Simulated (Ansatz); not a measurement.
Computed with Ansatz on PBE0-D4/def2-TZVP structures; ΔE is electronic, products minus reactants. CCSD(T)/CBS is the MP2 limit (def2-TZVPP, def2-QZVPP) plus CCSD(T) − MP2 in def2-TZVPP, frozen cores. This one scheme is used for every species. Functionals use def2-TZVPP. B3LYP here is the variant with VWN-RPA as its local correlation; programs differ in this. Each species was taken in one conformer, which may not be the lowest.

Reaction (ligand exchange at the Si–N bond): `N[Si](F)(Cl)Cl` + `O[SiH2]S` → `O[SiH2]S[Si](F)(Cl)Cl` + NH₃

| level | ΔE (kcal/mol) |
| --- | --- |
| PBE-D4 | -1.6 |
| r2SCAN-D4 | 0.5 |
| PBE0-D4 | -0.4 |
| B3LYP-D4 | 0.8 |
| PBE | 0.5 |
| r2SCAN | 1.1 |
| SCS-MP2/def2-TZVPP | 2.0 |
| MP2/CBS(def2) | -0.4 |

(1) What does CCSD(T)/CBS give? (Estimate.)

Largest T1 diagnostic among the species: 0.011.

Answers

(1) Computed: +0.9 kcal/mol. The listed levels differ from it by -2.5, -0.4, -1.3, -0.1, -0.4, 0.2, 1.1, -1.3 kcal/mol.

The D4 term adds −3.4 kcal/mol with B3LYP and −1.9 kcal/mol with PBE0; it sums over pairs of atoms, weighted by their polarisabilities, and B3LYP, whose exchange is more repulsive, gets the larger term. From PBE to PBE0 (25 % exact exchange), in def2-TZVPP and without D4, ΔE moves by +1.1 kcal/mol.
